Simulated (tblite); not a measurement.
Compound: C₅H₈PS (charge +1).
Bonds: C1–P2, P2–C3, C3–C4 (aromatic), C4–C5 (aromatic), C5–S6 (aromatic), S6–C7 (aromatic), C3–C7 (aromatic). Hydrogens: H8, H9, H10 on C1; H11, H12 on P2; H13 on C4; H14 on C5; H15 on C7.
Bond orders are those of one Lewis drawing.

Computed with GFN2-xTB (tblite), gas phase: L-BFGS steps from a force-field or distance-geometry start until the largest atomic force falls under 0.01 eV/Å.

Step 3: E = -546.7790 eV
```
atom  x, y, z in Å  |  force x, y, z in eV/Å
C1     -2.3252    0.2668    0.2979    0.102   0.014  -0.126
P2     -1.0799   -0.6072   -0.6587    0.165   0.243  -0.099
C3      0.5128    0.0030   -0.1525   -0.119  -0.310  -0.176
C4      1.6871   -0.7859   -0.2335    0.067  -0.138  -0.051
C5      2.7769   -0.1372    0.2433   -0.369   0.014  -0.115
S6      2.3754    1.4461    0.7899    0.361   0.137   0.120
C7      0.7451    1.2476    0.3902   -0.402  -0.275  -0.207
H8     -1.9669    0.2929    1.3244   -0.125  -0.098   0.225
H9     -2.4078    1.2964   -0.0452   -0.134   0.046  -0.133
H10    -3.2839   -0.2361    0.2331   -0.175   0.036   0.023
H11    -1.3073   -0.4596   -2.0376    0.025  -0.175   0.484
H12    -1.1515   -1.9534   -0.3561    0.010   0.097  -0.200
H13     1.6937   -1.7891   -0.6146    0.057  -0.093  -0.058
H14     3.7633   -0.5480    0.2701    0.176   0.230   0.154
H15    -0.0363    1.9715    0.5276    0.359   0.275   0.161
```

Step 4: E = -546.8033 eV
```
atom  x, y, z in Å  |  force x, y, z in eV/Å
C1     -2.3233    0.2671    0.2959    0.027   0.018  -0.032
P2     -1.0760   -0.6010   -0.6545    0.052   0.059  -0.122
C3      0.5157   -0.0032   -0.1569   -0.312  -0.105  -0.111
C4      1.6857   -0.7875   -0.2340    0.118  -0.428  -0.180
C5      2.7707   -0.1378    0.2399    0.051   0.075   0.012
S6      2.3690    1.4449    0.7882    0.385   0.113   0.109
C7      0.7400    1.2416    0.3864   -0.167  -0.237  -0.152
H8     -1.9725    0.2889    1.3250   -0.099  -0.060   0.228
H9     -2.4121    1.2937   -0.0483   -0.106   0.121  -0.129
H10    -3.2841   -0.2316    0.2346   -0.175  -0.014  -0.015
H11    -1.3067   -0.4653   -2.0244    0.007  -0.117   0.313
H12    -1.1511   -1.9467   -0.3641    0.009   0.039  -0.152
H13     1.6959   -1.7926   -0.6166    0.051  -0.030  -0.032
H14     3.7662   -0.5404    0.2747   -0.009   0.262   0.126
H15    -0.0217    1.9776    0.5323    0.169   0.303   0.136
```

Step 5: E = -546.8268 eV
```
atom  x, y, z in Å  |  force x, y, z in eV/Å
C1     -2.3213    0.2679    0.2938   -0.119   0.051   0.103
P2     -1.0714   -0.5935   -0.6508   -0.186  -0.163  -0.014
C3      0.5150   -0.0125   -0.1642   -0.174  -0.016  -0.032
C4      1.6842   -0.7976   -0.2385    0.357  -0.129  -0.044
C5      2.7680   -0.1371    0.2367   -0.068   0.009  -0.010
S6      2.3656    1.4446    0.7873    0.223  -0.038   0.010
C7      0.7332    1.2295    0.3793    0.118   0.105   0.034
H8     -1.9820    0.2827    1.3292   -0.081  -0.001   0.145
H9     -2.4198    1.2926   -0.0547   -0.052   0.128  -0.081
H10    -3.2871   -0.2258    0.2362   -0.109  -0.046  -0.062
H11    -1.3059   -0.4746   -2.0026   -0.042  -0.023  -0.054
H12    -1.1504   -1.9369   -0.3775    0.007  -0.075  -0.074
H13     1.7000   -1.7985   -0.6200    0.053  -0.147  -0.072
H14     3.7677   -0.5246    0.2829    0.008   0.185   0.091
H15    -0.0003    1.9918    0.5409    0.066   0.160   0.061
```

Step 6: E = -546.8341 eV
```
atom  x, y, z in Å  |  force x, y, z in eV/Å
C1     -2.3226    0.2690    0.2948   -0.154   0.062   0.111
P2     -1.0734   -0.5939   -0.6500   -0.177  -0.127   0.055
C3      0.5133   -0.0159   -0.1667    0.008   0.052   0.033
C4      1.6887   -0.8013   -0.2401    0.064  -0.096  -0.086
C5      2.7654   -0.1369    0.2355    0.160   0.012   0.040
S6      2.3682    1.4439    0.7872    0.094  -0.047  -0.022
C7      0.7330    1.2277    0.3778    0.153   0.087   0.035
H8     -1.9860    0.2810    1.3328   -0.089   0.019   0.085
H9     -2.4228    1.2942   -0.0577   -0.032   0.071  -0.040
H10    -3.2897   -0.2249    0.2356   -0.074  -0.032  -0.061
H11    -1.3064   -0.4776   -1.9973   -0.065   0.000  -0.158
H12    -1.1500   -1.9355   -0.3825   -0.005  -0.139  -0.044
H13     1.7020   -1.8029   -0.6223    0.069  -0.113  -0.055
H14     3.7687   -0.5174    0.2867   -0.021   0.165   0.074
H15     0.0070    1.9983    0.5444    0.070   0.086   0.033
```

Q: Estimate the geometry and energy of step 7. (The exact step hangs on the optimiser's Hessian estimate; all steps are aligned on step 6, rigid shifts and turns removed.)

A: E = -546.8423 eV, largest force 0.203 eV/Å
```
atom  x, y, z in Å  |  force x, y, z in eV/Å
C1     -2.3271    0.2715    0.2979   -0.146   0.046   0.081
P2     -1.0787   -0.5961   -0.6478   -0.077  -0.017   0.090
C3      0.5126   -0.0188   -0.1688    0.137   0.074   0.072
C4      1.6934   -0.8070   -0.2439   -0.094   0.067  -0.035
C5      2.7660   -0.1363    0.2349    0.094  -0.041   0.004
S6      2.3731    1.4424    0.7867   -0.030  -0.043  -0.048
C7      0.7352    1.2271    0.3764    0.152   0.042   0.024
H8     -1.9924    0.2794    1.3386   -0.109   0.046   0.012
H9     -2.4268    1.2972   -0.0619   -0.013  -0.009   0.018
H10    -3.2942   -0.2245    0.2338   -0.049  -0.007  -0.047
H11    -1.3083   -0.4811   -1.9945   -0.082   0.015  -0.185
H12    -1.1498   -1.9370   -0.3889   -0.023  -0.192  -0.008
H13     1.7059   -1.8100   -0.6259    0.079  -0.054  -0.033
H14     3.7697   -0.5059    0.2925    0.075   0.083   0.056
H15     0.0171    2.0071    0.5489    0.088  -0.011  -0.001
```

The energy changes by -0.0082 eV. The first-order estimate −F·Δx gives -0.0117 eV and the mean of the old and new forces, exact on a quadratic surface, -0.0081 eV. The step makes an angle of 46° with the force vector and moves no atom by more than 0.014 Å.

What follows is the cost of the whole relaxation. The run took 2.1 s wall on Intel Xeon at 2.50 GHz, one thread, shared host.
